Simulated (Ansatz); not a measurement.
F3GeHS (`[F][Ge]([F])([F])[SH]`), relaxed with RKS PBE0-D4/def2-TZVP in Ansatz 0.2.0 from a PBE-D4/def2-SVP geometry. The force threshold is 0.005 eV/Å; the program also tests the step.

Total charge 0; spin multiplicity 1.

Start:

```xyz
6

F    -0.974   -1.280   -0.911
Ge   -0.378    0.182   -0.191
F    -0.792    1.486   -1.253
F    -1.323    0.375    1.251
S     1.790    0.173    0.159
H     1.677   -0.937    0.945
```

**Question.** How much energy does the relaxation release, and in how many steps? (An estimate is asked.)

**Answer.** Ansatz gave: 1.11 kcal/mol, in 4 steps, 1 of them rejected.

**Question.** Which bonds change most? (Best estimate.)

**Answer.** The calculation gave: Ge2–S5 from 2.196 to 2.166 Å; Ge2–F4 from 1.735 to 1.708 Å; F1–Ge2 from 1.735 to 1.708 Å; Ge2–F3 from 1.731 to 1.705 Å.

**Question.** Give the relaxed structure. (Best estimate.)

**Answer.** The calculation gave: 
```xyz
6

F    -0.968   -1.258   -0.900
Ge   -0.376    0.177   -0.189
F    -0.777    1.464   -1.233
F    -1.309    0.369    1.229
S     1.762    0.170    0.156
H     1.668   -0.922    0.937
```
